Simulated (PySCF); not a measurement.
OZr, SMILES [O]=[Zr], multiplicity 1.

Geometry: B3LYP-D3(BJ)/def2-TZVPD. The spin state was assumed, not searched. The def2 effective core potentials stand for the cores of Zr; spin–orbit coupling is left out.

Calculation: PySCF with TDA-PBE0/def2-TZVPD.

Vertical excitations; the highest root listed may be one member of a degenerate set. Isolated molecule, no solvent. State labels are in the subgroup C2v.

Computed excitation energies, oscillator strengths and character:
```json
[
 {"state": "S1", "symmetry": "A2", "energy (eV)": "0.61", "λ (nm)": "2032", "f": "0.000", "main pairs": "HOMO→LUMO+1 (degenerate set)"},
 {"state": "S2", "symmetry": "A1", "energy (eV)": "0.61", "λ (nm)": "2032", "f": "0.000", "main pairs": "HOMO→LUMO (degenerate set)"},
 {"state": "S3", "symmetry": "B1", "energy (eV)": "2.24", "λ (nm)": "553", "f": "0.090", "main pairs": "HOMO→LUMO+2, HOMO→LUMO+5 (degenerate set)"},
 {"state": "S4", "symmetry": "B2", "energy (eV)": "2.24", "λ (nm)": "553", "f": "0.090", "main pairs": "HOMO→LUMO+3, HOMO→LUMO+6 (degenerate set)"},
 {"state": "S5", "symmetry": "A1", "energy (eV)": "3.36", "λ (nm)": "369", "f": "0.308", "main pairs": "HOMO→LUMO+4 98 %"},
 {"state": "S6", "symmetry": "B1", "energy (eV)": "4.37", "λ (nm)": "284", "f": "0.674", "main pairs": "HOMO→LUMO+5, HOMO→LUMO+2 (degenerate set)"},
 {"state": "S7", "symmetry": "B2", "energy (eV)": "4.37", "λ (nm)": "284", "f": "0.674", "main pairs": "HOMO→LUMO+6, HOMO→LUMO+3 (degenerate set)"},
 {"state": "S8", "symmetry": "B1", "energy (eV)": "4.89", "λ (nm)": "254", "f": "0.000", "main pairs": "HOMO−3→LUMO, HOMO−2→LUMO+1 (degenerate set)"},
 {"state": "S9", "symmetry": "B2", "energy (eV)": "4.89", "λ (nm)": "254", "f": "0.000", "main pairs": "HOMO−2→LUMO, HOMO−3→LUMO+1 (degenerate set)"},
 {"state": "S10", "symmetry": "A2", "energy (eV)": "4.92", "λ (nm)": "252", "f": "0.000", "main pairs": "HOMO−1→LUMO+1 99 %"},
 {"state": "T1", "symmetry": "B1", "energy (eV)": "1.18", "λ (nm)": "1055", "f": "0", "main pairs": "HOMO→LUMO+2 (degenerate set)"},
 {"state": "T2", "symmetry": "B2", "energy (eV)": "1.18", "λ (nm)": "1055", "f": "0", "main pairs": "HOMO→LUMO+3 (degenerate set)"},
 {"state": "T3", "symmetry": "A1", "energy (eV)": "2.19", "λ (nm)": "566", "f": "0", "main pairs": "HOMO→LUMO+4 99 %"},
 {"state": "T4", "symmetry": "B1", "energy (eV)": "3.42", "λ (nm)": "363", "f": "0", "main pairs": "HOMO→LUMO+5 97 %"}
]
```
Triplets are in the Tamm–Dancoff approximation.
